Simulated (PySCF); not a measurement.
A series of related molecules.

All values: B3LYP/def2-SVPD (PySCF) at PBE0-D3(BJ)/def2-SVP geometries, gas phase, one conformer each. Core orbitals are frozen in the response; Δα² is half the sum of the squared differences of the principal polarisabilities.

Task: Rank by mean static polarisability, lowest first.
A. `C[C@H]1CC[C@@H](C(F)(F)F)CC1`
B. `C1C[C@H](C(F)(F)F)CC[C@@H]1C#C`
C. `B[C@H]1CC[C@H](C(F)(F)F)CC1`

Result: A (14.00 Å³), C (14.38 Å³), B (15.21 Å³).

Task: Rank by HOMO–LUMO gap, highest first.
A. `B[C@H]1CC[C@H](C(F)(F)F)CC1`
B. `C1[C@H](C(F)(F)F)CC[C@@H](C1)C`
C. `C1[C@H](CC[C@H](C1)C#C)C(F)(F)F`
D. `FC(F)(F)[C@H]1CC[C@@H](Cl)CC1`

Result: B (8.76 eV), D (8.24 eV), C (7.72 eV), A (6.57 eV).

All values together:

```json
{"SMILES": "C[C@H]1CC[C@@H](C(F)(F)F)CC1", "formula": "C8H13F3", "μ (D)": "2.76", "HOMO (eV)": "-8.56", "LUMO (eV)": "0.20", "α (Å³)": "14.00", "Δα (Å³)": "2.16", "electrons": "88", "α per electron (Å³)": "0.159"}
{"SMILES": "FC(F)(F)[C@H]1CC[C@@H](Cl)CC1", "formula": "C7H10ClF3", "μ (D)": "3.25", "HOMO (eV)": "-8.25", "LUMO (eV)": "-0.01", "α (Å³)": "14.17", "Δα (Å³)": "1.96", "electrons": "96", "α per electron (Å³)": "0.148"}
{"SMILES": "C#C[C@H]1CC[C@@H](C(F)(F)F)CC1", "formula": "C9H11F3", "μ (D)": "2.61", "HOMO (eV)": "-7.63", "LUMO (eV)": "0.10", "α (Å³)": "15.21", "Δα (Å³)": "2.88", "electrons": "92", "α per electron (Å³)": "0.165"}
{"SMILES": "B[C@H]1CC[C@H](C(F)(F)F)CC1", "formula": "C7H12BF3", "μ (D)": "1.90", "HOMO (eV)": "-8.33", "LUMO (eV)": "-1.76", "α (Å³)": "14.38", "Δα (Å³)": "3.82", "electrons": "86", "α per electron (Å³)": "0.167"}
```

Conformers: `[CH3:1][C@H:2]1[CH2:3][CH2:4][C@@H:5]([C:6]([F:7])([F:8])[F:9])[CH2:10][CH2:11]1` with C1–C2–C3–C4 71°, C2–C3–C4–C5 55°, C3–C4–C5–C6 -179°, C4–C5–C10–C11 54°; `[F:1][C:2]([F:3])([F:4])[C@H:5]1[CH2:6][CH2:7][C@@H:8]([Cl:9])[CH2:10][CH2:11]1` with C2–C5–C6–C7 179°, C5–C6–C7–C8 -54°, C6–C7–C8–Cl9 -69°, C7–C8–C10–C11 -53°; `[CH:1]#[C:2][C@H:3]1[CH2:4][CH2:5][C@@H:6]([C:7]([F:8])([F:9])[F:10])[CH2:11][CH2:12]1` with C2–C3–C4–C5 68°, C3–C4–C5–C6 56°, C4–C5–C6–C7 180°, C5–C6–C11–C12 55°; `[BH2:1][C@H:2]1[CH2:3][CH2:4][C@H:5]([C:6]([F:7])([F:8])[F:9])[CH2:10][CH2:11]1` with H–B1–C2–C3 161° and -24°, B1–C2–C3–C4 172°, C2–C3–C4–C5 -56°, C3–C4–C5–C6 180°, C4–C5–C10–C11 -56°.
